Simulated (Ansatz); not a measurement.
This geometry of C2H6SeTe (10 atoms, charge 0, multiplicity 1) is a first-order saddle point.

Theory: Ansatz, RKS PBE/def2-SVP.

```xyz
10
Properties=species:S:1:pos:R:3
C -0.092 1.185 0.000
C -0.298 -0.321 0.106
Se 1.093 -1.180 1.241
Te -0.500 -1.282 -1.885
H 0.883 1.432 -0.467
H -0.888 1.648 -0.618
H -0.106 1.647 1.010
H -1.270 -0.564 0.576
H 0.144 -1.625 2.295
H 1.116 -0.992 -2.255
```

Question: Which two structures does it join? (They come from a converged band through this point; their orientation in space is the band's.)

Answer: No bond is made or broken. The dihedral H8–C2–Se3–H9 goes from -73 to 60°.

Initial state:

```xyz
10
Properties=species:S:1:pos:R:3
C -0.163 1.033 0.180
C -0.409 -0.454 -0.016
Se 0.843 -1.621 0.979
Te -0.316 -1.091 -2.126
H 0.863 1.319 -0.124
H -0.885 1.635 -0.410
H -0.285 1.305 1.251
H -1.442 -0.739 0.267
H 0.632 -0.950 2.299
H 1.245 -0.487 -2.297
```

Final state:

```xyz
10
Properties=species:S:1:pos:R:3
C -0.172 1.262 0.031
C -0.368 -0.242 0.196
Se 0.958 -0.908 1.508
Te -0.370 -1.325 -1.735
H 0.830 1.500 -0.378
H -0.929 1.680 -0.661
H -0.274 1.779 1.011
H -1.377 -0.468 0.592
H 0.524 -2.325 1.431
H 1.261 -1.003 -1.990
```

Question: How far does it lie above each of them?

Answer: 10.5 kJ/mol above the first and 7.9 kJ/mol above the second. This is the barrier of this one path; another mechanism may lie lower.

Run time: 120 s on 2 threads of Arm Neoverse V1, with other jobs on the host, peak memory 0.17 GiB.
